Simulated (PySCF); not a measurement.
NMR data simulated for an unnamed compound:

$^{1}$H NMR (600 MHz, computed): δ 8.98 (s, 1H), 8.51 (s, 2H), 5.25 (s, 2H), 3.68 (br s, 1H), 1.30 (br s, 1H).

$^{13}$C{$^{1}$H} NMR (computed): δ 155.7 (CH), 147.6 (CH), 145.0 (C).

Non-relativistic, equivalent nuclei averaged, single conformer, gas phase. GFN2-xTB geometry; shieldings: GIAO PBE0/pcSseg-1; PySCF 2.14.

Referencing at the same level of theory: $^{1}$H (31.72 ppm), $^{13}$C (186.93 ppm) vs TMS.

Task: Which of these does the molecule contain: an NH or NH2 group, a three-membered ring, an N-methyl group, a Si–H bond, an OH group, an amide?

Result: 
- An NH or NH2 group: yes (δH 3.68 (br s)).
- A three-membered ring: no.
- An N-methyl group: no.
- A Si–H bond: yes (δH 5.25 (s)).
- An OH group: yes (δH 1.30 (br s)).
- An amide: no.

The data belong to `O[SiH2]Nc1cncnc1`, C₄H₇N₃OSi; they needn't prove each group on their own.

Carbon signals by region: 3 in the sp2 and nitrile region (100–160 ppm).

Exchangeable OH/NH protons stand at their gas-phase positions; hydrogen bonding in a real sample shifts them, mostly to higher δ. Shifts are as computed. Against solution values, carbons near 30 ppm lie about +3 ppm off and those near 130 ppm about +5 ppm. Of 1309 compounds with measured shifts, 239 miss one by over three times the rms of a fit or turn the order of signals round; such compounds aren't used in these exercises. Multiplicities follow the n + 1 count of equivalent neighbours, as no J values were calculated; m marks all less simple cases, F and P coupling included.
